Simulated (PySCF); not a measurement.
C₅H₁₂Si.
Bonds: Si1–C2, C2–C3, C3–C4, C4–C5, C5–C6, C2–C6. Hydrogens: H7, H8, H9 on Si1; H10 on C2; H11, H12 on C3; H13, H14 on C4; H15, H16 on C5; H17, H18 on C6.

The same species was optimised twice, with GFN2-xTB and with PBE0-D3(BJ)/def2-SVP (PySCF), and the same property calculations (PySCF, gas phase) were run on both structures.

```csv
coordinate,GFN2-xTB,PBE0-D3(BJ)/def2-SVP,change
Si1–C2 (Å),1.899,1.886,-0.013
C5–C6 (Å),1.534,1.543,+0.009
C2–C6 (Å),1.529,1.535,+0.006
C2–C3 (Å),1.529,1.533,+0.004
C4–C5 (Å),1.541,1.546,+0.005
C3–C4 (Å),1.534,1.532,-0.002
C2–C6–C5 (°),104.3,105.0,+0.7
C2–C3–C4 (°),104.3,103.7,-0.6
Si1–C2–C3 (°),114.7,115.2,+0.5
C3–C2–C6 (°),101.7,102.1,+0.4
C4–C5–C6 (°),105.7,105.9,+0.2
C3–C4–C5 (°),105.7,105.5,-0.2
Si1–C2–C6 (°),114.7,114.8,+0.1
```

Rotational constants: A = 6104, B = 1759, C = 1477 MHz (GFN2-xTB) against A = 6030, B = 1757, C = 1472 MHz (PBE0-D3(BJ)/def2-SVP). Atoms that the bonding makes alike are paired by their places after alignment.

On the GFN2-xTB structure: lowest singlet, TDDFT (eV) 7.83 [CAM-B3LYP/def2-SVPD]; lowest triplet, Tamm–Dancoff (eV) 7.47 [CAM-B3LYP/def2-SVPD]; isotropic polarisability (au) 83.7 [CAM-B3LYP/def2-SVPD]; HOMO (eV) -9.57 [CAM-B3LYP/def2-SVPD]; LUMO (eV) 1.23 [CAM-B3LYP/def2-SVPD]; dipole (D) 0.72 [CAM-B3LYP/def2-SVPD].

**Question.** What do these properties become on the PBE0-D3(BJ)/def2-SVP structure?

**Answer.** 
| property | level | on GFN2-xTB | on PBE0-D3(BJ)/def2-SVP | change |
| --- | --- | --- | --- | --- |
| lowest singlet, TDDFT (eV) | CAM-B3LYP/def2-SVPD | 7.83 | 7.90 | +0.07 |
| lowest triplet, Tamm–Dancoff (eV) | CAM-B3LYP/def2-SVPD | 7.47 | 7.57 | +0.10 |
| isotropic polarisability (au) | CAM-B3LYP/def2-SVPD | 83.7 | 85.5 | +1.8 |
| HOMO (eV) | CAM-B3LYP/def2-SVPD | -9.57 | -9.65 | -0.08 |
| LUMO (eV) | CAM-B3LYP/def2-SVPD | 1.23 | 1.21 | -0.02 |
| dipole (D) | CAM-B3LYP/def2-SVPD | 0.72 | 0.93 | +0.21 |
| energy, GFN2-xTB geometry as zero (kcal/mol) | CAM-B3LYP/def2-SVPD | 0.0 | -1.0 | -1.0 |

The heavy atoms differ by 0.033 Å rms after alignment. Among bonds between heavy atoms Si1–C2 changes most (-0.013 Å). Changes are differences of the printed values. Neither structure is proved a minimum here.
